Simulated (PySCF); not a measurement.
Species: C7H10P2.
Atom-mapped SMILES: `[CH3:1][c:2]1[cH:3][cH:4][cH:5][c:6]([PH:7][PH2:8])[cH:9]1` (hydrogens: H10, H11, H12 on C1; H13 on C3; H14 on C4; H15 on C5; H16 on P7; H17, H18 on P8; H19 on C9)

The same species was optimised twice, with GFN2-xTB and with PBE0-D3(BJ)/def2-SVP (PySCF), and the same property calculations (PySCF, gas phase) were run on both structures.

| coordinate | GFN2-xTB | PBE0-D3(BJ)/def2-SVP | change |
| --- | --- | --- | --- |
| P7–P8 (Å) | 2.165 | 2.247 | +0.082 |
| C6–C9 (Å) | 1.388 | 1.400 | +0.012 |
| C4–C5 (Å) | 1.381 | 1.392 | +0.011 |
| C2–C3 (Å) | 1.389 | 1.400 | +0.011 |
| C6–P7 (Å) | 1.830 | 1.840 | +0.010 |
| C2–C9 (Å) | 1.389 | 1.399 | +0.010 |
| C5–C6 (Å) | 1.391 | 1.401 | +0.010 |
| C3–C4 (Å) | 1.385 | 1.393 | +0.008 |
| C1–C2 (Å) | 1.499 | 1.501 | +0.002 |
| P7–C6–C9 (°) | 122.4 | 123.3 | +0.9 |
| C6–P7–P8 (°) | 96.7 | 95.9 | -0.8 |
| C2–C9–C6 (°) | 120.9 | 121.5 | +0.6 |
| C3–C2–C9 (°) | 118.8 | 118.2 | -0.6 |
| C1–C2–C9 (°) | 120.1 | 120.5 | +0.4 |
| C5–C6–P7 (°) | 118.0 | 117.6 | -0.4 |
| C5–C6–C9 (°) | 119.6 | 119.1 | -0.5 |
| C2–C3–C4 (°) | 120.7 | 120.9 | +0.2 |
| C5–C6–P7–P8 (°) | -95 | -105 | -10 |

Rotational constants: A = 2160, B = 674.7, C = 602.8 MHz (GFN2-xTB) against A = 2031, B = 679.1, C = 592.6 MHz (PBE0-D3(BJ)/def2-SVP). Point groups within 0.08 Å: C1 and C1.

On the GFN2-xTB structure: HOMO (eV) -6.46 [PBE0/pcSseg-1]; LUMO (eV) -0.71 [PBE0/pcSseg-1]; dipole (D) 1.11 [PBE0/pcSseg-1]; GIAO shielding of C1 (ppm) 162.9 [PBE0/pcSseg-1]; GIAO shielding of C2 (ppm) 42.3 [PBE0/pcSseg-1]; GIAO shielding of C3 (ppm) 52.4 [PBE0/pcSseg-1]; GIAO shielding of C4 (ppm) 52.9 [PBE0/pcSseg-1]; GIAO shielding of C5 (ppm) 50.7 [PBE0/pcSseg-1]; GIAO shielding of C6 (ppm) 45.1 [PBE0/pcSseg-1]; GIAO shielding of P7 (ppm) 435.7 [PBE0/pcSseg-1]; GIAO shielding of P8 (ppm) 527.6 [PBE0/pcSseg-1].

Question: What do these properties become on the PBE0-D3(BJ)/def2-SVP structure?

Answer: 
```json
{"property": "HOMO (eV)", "level": "PBE0/pcSseg-1", "on GFN2-xTB": "-6.46", "on PBE0-D3(BJ)/def2-SVP": "-6.57", "change": "-0.11"}
{"property": "LUMO (eV)", "level": "PBE0/pcSseg-1", "on GFN2-xTB": "-0.71", "on PBE0-D3(BJ)/def2-SVP": "-0.90", "change": "-0.19"}
{"property": "dipole (D)", "level": "PBE0/pcSseg-1", "on GFN2-xTB": "1.11", "on PBE0-D3(BJ)/def2-SVP": "1.24", "change": "+0.13"}
{"property": "energy, GFN2-xTB geometry as zero (kcal/mol)", "level": "PBE0/pcSseg-1", "on GFN2-xTB": "0.0", "on PBE0-D3(BJ)/def2-SVP": "-2.4", "change": "-2.4"}
{"property": "GIAO shielding of C1 (ppm)", "level": "PBE0/pcSseg-1", "on GFN2-xTB": "162.9", "on PBE0-D3(BJ)/def2-SVP": "161.3", "change": "-1.6"}
{"property": "GIAO shielding of C2 (ppm)", "level": "PBE0/pcSseg-1", "on GFN2-xTB": "42.3", "on PBE0-D3(BJ)/def2-SVP": "40.7", "change": "-1.6"}
{"property": "GIAO shielding of C3 (ppm)", "level": "PBE0/pcSseg-1", "on GFN2-xTB": "52.4", "on PBE0-D3(BJ)/def2-SVP": "49.0", "change": "-3.4"}
{"property": "GIAO shielding of C4 (ppm)", "level": "PBE0/pcSseg-1", "on GFN2-xTB": "52.9", "on PBE0-D3(BJ)/def2-SVP": "50.4", "change": "-2.5"}
{"property": "GIAO shielding of C5 (ppm)", "level": "PBE0/pcSseg-1", "on GFN2-xTB": "50.7", "on PBE0-D3(BJ)/def2-SVP": "47.0", "change": "-3.7"}
{"property": "GIAO shielding of C6 (ppm)", "level": "PBE0/pcSseg-1", "on GFN2-xTB": "45.1", "on PBE0-D3(BJ)/def2-SVP": "44.7", "change": "-0.4"}
{"property": "GIAO shielding of P7 (ppm)", "level": "PBE0/pcSseg-1", "on GFN2-xTB": "435.7", "on PBE0-D3(BJ)/def2-SVP": "420.9", "change": "-14.8"}
{"property": "GIAO shielding of P8 (ppm)", "level": "PBE0/pcSseg-1", "on GFN2-xTB": "527.6", "on PBE0-D3(BJ)/def2-SVP": "498.1", "change": "-29.5"}
```

The heavy atoms differ by 0.099 Å rms after alignment. Among bonds between heavy atoms P7–P8 changes most (+0.082 Å). Changes are differences of the printed values. Neither structure is proved a minimum here.

The values belong to the conformer `[CH3:1][c:2]1[cH:3][cH:4][cH:5][c:6]([PH:7][PH2:8])[cH:9]1`: C5–C6–P7–P8 -105°, H–P8–P7–C6 73°, H–P8–P7–C6 166°.
